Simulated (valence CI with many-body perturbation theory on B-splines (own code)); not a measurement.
Values are calculated unless marked as measured or tabulated.
# From CI to CI+MBPT in Cs50+

Level of theory: relativistic CI+MBPT: three valence electrons over a frozen Dirac-Fock core [He], radial functions for each j: 11 s, 11 p, 9 d, 7 f, 5 g, 2 h, 1 i, with the one-electron correlation potential Σ1 (screened to all orders), the two-electron term Σ2, the three-electron term Σ3, Breit, model QED; selected single and double excitations, second order for the rest (own B-spline code, finite nucleus).

No measured spectrum was set against this ion. As an estimate, large intervals hold to a few tenths of a per cent, small ones and those within an open d or f shell to about a per cent.

Each rung adds one term. CI alone is the Dirac-Coulomb CI over the frozen core; QED comes last and gives the full result, which names the levels. Energies are above (2s^2 2p1/2) J=1/2 on the same rung, in Ry.

Levels are named by their leading jj configuration (3d3/2^4 stands for four electrons in 3d with j = 3/2), which in mixed levels can hold well under half, so a name can repeat and another be missing. Letters in brackets count levels of one name in rising energy.

| Level | CI alone |
| --- | --- |
| (2s 2p1/2^2) J=1/2 | 12.33 |
| (2s^2 2p3/2) J=3/2 | 28.98 |
| (2s 2p1/2 2p3/2) J=3/2 [a] | 37.58 |
| (2s 2p1/2 2p3/2) J=5/2 | 40.26 |
| (2s 2p1/2 2p3/2) J=1/2 | 43.71 |
| (2s 2p1/2 2p3/2) J=3/2 [b] | 43.89 |
| (2p1/2^2 2p3/2) J=3/2 | 57.00 |
| (2s 2p3/2^2) J=5/2 | 68.05 |
| (2s 2p3/2^2) J=1/2 | 73.29 |
| (2s 2p3/2^2) J=3/2 | 73.60 |
| (2p1/2 2p3/2^2) J=3/2 | 83.56 |
| (2p1/2 2p3/2^2) J=5/2 | 85.32 |
| (2p1/2 2p3/2^2) J=1/2 | 87.80 |
| (2p3/2^3) J=3/2 | 114.97 |
| (2s^2 3s) J=1/2 | 397.45 |
| (2s^2 3p1/2) J=1/2 | 401.73 |

(1) What do these energies become with core correlation, Breit and QED?

(2) How does the ionisation energy move along the ladder, and which term matters most?

## Answers

(1) (2s 2p1/2^2) J=1/2 12.35 (+0.020); (2s^2 2p3/2) J=3/2 28.55 (-0.436); (2s 2p1/2 2p3/2) J=3/2 [a] 37.16 (-0.416); (2s 2p1/2 2p3/2) J=5/2 39.53 (-0.725); (2s 2p1/2 2p3/2) J=1/2 43.29 (-0.415); (2s 2p1/2 2p3/2) J=3/2 [b] 43.29 (-0.594); (2p1/2^2 2p3/2) J=3/2 56.48 (-0.518); (2s 2p3/2^2) J=5/2 67.04 (-1.006); (2s 2p3/2^2) J=1/2 72.58 (-0.708); (2s 2p3/2^2) J=3/2 72.66 (-0.946); (2p1/2 2p3/2^2) J=3/2 82.63 (-0.929); (2p1/2 2p3/2^2) J=5/2 84.10 (-1.225); (2p1/2 2p3/2^2) J=1/2 86.98 (-0.822); (2p3/2^3) J=3/2 113.62 (-1.351); (2s^2 3s) J=1/2 396.85 (-0.605); (2s^2 3p1/2) J=1/2 401.11 (-0.613).

(2) CI alone 9635.3, + Σ1 9635.8, + Σ2 9635.7, + Σ3 9635.6, + Breit 9623.5, + QED 9623.5 eV. The largest step is Breit, -12.1 eV. NIST lists 9629 ± 4 eV (theoretical).
